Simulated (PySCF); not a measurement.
C3H10N, charge +1, singlet, at a GFN2-xTB geometry, with bond 5-2 at 1.3 times its length. Base run: TPSS/3-21G (PySCF).

Geometry (Å):
```xyz
14

N     -0.0015    -0.0008     0.3491
C     -0.0068     1.4036    -0.0989
C      1.2194    -0.6952    -0.0985
C     -1.2113    -0.7077    -0.1087
H     -0.0012     1.4527    -1.5136
H      0.8734     1.9250     0.2727
H     -0.8955     1.9158     0.2653
H      1.2546    -0.7102    -1.1867
H      1.2292    -1.7207     0.2660
H      2.1057    -0.1843     0.2731
H     -1.2372    -0.7231    -1.1971
H     -2.1059    -0.2060     0.2555
H     -1.2136    -1.7334     0.2557
H     -0.0057    -0.0031     1.3760
```
Charge +1, spin multiplicity 1.
All else is at PySCF's defaults.
Base energy -173.89856 Eh.

The base run was repeated with changes; each row names its change, and settings that it needs were set with it.

```tsv
change	ΔE vs base (mEh)	SCF cycles	outcome
base	0.000	9	converged
init_guess = 1e	0.000	12	converged
level_shift = 0.1 (with mf.max_cycle = 100)	0.000	9	converged
DIIS = EDIIS	-	50	not converged
conv_tol_grad = 1e-3	0.000	9	converged
level_shift = 0.5 (with mf.max_cycle = 100)	0.000	13	converged
conv_tol = 1e-12	0.000	10	converged
init_guess = sap	0.000	11	converged
conv_tol = 1e-4	0.003	5	converged
diis = off; damp = 0.3 (with mf.diis_start_cycle = 200; with mf.max_cycle = 150)	0.000	70	converged
conv_tol = 1e-11	0.000	10	converged
init_guess = huckel	0.000	11	converged
diis_space = 12	0.000	9	converged
```
